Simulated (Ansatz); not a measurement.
`FC(S)[SeH]`, one more setting.

```yaml
crystal:
  periodic: [false, false, false]
  atoms:
    - {symbol: F, position_ang: [0.186973, -1.467129, -0.165376]}
    - {symbol: C, position_ang: [-0.024793, -0.137754, 0.084614]}
    - {symbol: S, position_ang: [1.406728, 0.657516, 0.812525]}
    - {symbol: Se, position_ang: [-0.393467, 0.827506, -1.577536]}
    - {symbol: H, position_ang: [-0.884595, -0.061848, 0.748120]}
    - {symbol: H, position_ang: [1.143059, 0.286790, 2.076656]}
    - {symbol: H, position_ang: [-1.372704, -0.172981, -2.024803]}
basis:
  gaussian: {orbitals: def2-TZVPD, nuclear_model: gaussian}
total_charge: 1
magnetization: {spin_polarized: true, initial_magnetization: 1}
hamiltonian: {xc: {name: r2SCAN}, pseudopotentials: {relativity: none}}
```

```sh
$ ansatz run in.yaml --threads 2 --pin off --events-out ev --progress --plain --max-ram 4352MiB
```

Shortened log:

```
Functional definition: r2SCAN
1240 factors; their error is unknown
mean field evaluation 1: about -79963.9536 eV, gradient 5.6e1 eV
mean field evaluation 2: about -79770.8528 eV, gradient 1.8e2 eV
mean field evaluation 4: about -79974.2419 eV, gradient 2.4e1 eV
mean field evaluation 8: about -79977.0547 eV, gradient 7.8e-1 eV
mean field evaluation 16: about -79977.0328 eV, gradient 4.6e-3 eV
mean field evaluation 32: about -79976.7506 eV, gradient 5.1e-2 eV
mean field -79977.03283796 eV, -2939.1017464150 hartree, gradient 5.8e-5 eV, S^2 0.755290; 3 other end points of the search recorded, 0 dependent functions left out
reference -79977.03285532 eV, -2939.1017470531 hartree; 34, 33 occupied and 173, 174 virtual orbitals, 1240 factors
Total energy: -79977.03285532 eV, -2939.1017470531 hartree
```

It took 60 s on 2 threads of an Intel Xeon on a shared host, with 0.64 GiB of host memory at the peak.
